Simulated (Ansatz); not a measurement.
Species: Si₂H₃, charge 0, doublet. Si2H3 (SMILES [SiH3][Si], doublet).
B3LYP-D3(BJ)/def2-TZVP minimum from Ansatz (an electronic-structure program):
```xyz
5

Si     1.3556    -0.0430     0.0636
Si    -1.0216     0.0376    -0.0641
H     -1.6200     1.3803    -0.2902
H     -1.3972    -0.3963     1.3167
H     -1.6584    -0.9078    -1.0196
```
Charge 0, spin multiplicity 2.

Total energies in hartree (Ansatz). Radicals and triplets start from unrestricted determinants; spin-orbit coupling is neglected. Correlated methods leave the cores frozen. No relativity. For partners of very few electrons the exact lower level stands in for a higher one. The UHF reference of H3Si2 ([Si][SiH3], doublet) is spin-contaminated (<S^2> up to 0.28 over the pure value in the sets run).

```tsv
species	HF/cc-pV(T+d)Z	CCSD(T)/cc-pV(T+d)Z	HF/cc-pV(Q+d)Z	CCSD(T)/cc-pV(Q+d)Z	CCSDT(Q)/cc-pV(T+d)Z
1: Si2H3 (SMILES [Si][SiH3], doublet)	-579.55587	-579.81084	-579.56161	-579.82889	-579.81303
2: Si (triplet)	-288.85649	-288.93344	-288.85845	-288.93781	-288.93426
3: H (doublet)	-0.49981	-0.49981	-0.49995	-0.49995	-0.49981
```

**Question.** Work out the atomisation energy (electronic, to ground-state atoms) in kcal/mol: take Hartree-Fock from cc-pV(Q+d)Z, extrapolate the CCSD(T) correlation energy as X^-3 (X = 3, 4), and add CCSDT(Q) - CCSD(T) in cc-pV(T+d)Z. 1 hartree = 627.51 kcal/mol.

**Answer.** 
Species 1: correlation (64·(-0.26728) - 27·(-0.25497))/37 = -0.27626; step -0.00219; E1 = -579.56161 + (-0.27626) + (-0.00219) = -579.84006
Species 2: correlation (64·(-0.07936) - 27·(-0.07695))/37 = -0.08112; step -0.00082; E2 = -288.85845 + (-0.08112) + (-0.00082) = -288.94039
Species 3: correlation (64·(0.00000) - 27·(0.00000))/37 = 0.00000; step +0.00000; E3 = -0.49995 + (0.00000) + (+0.00000) = -0.49995
-1·E1 +2·E2 +3·E3 = 0.45943 hartree = 288.3 kcal/mol.
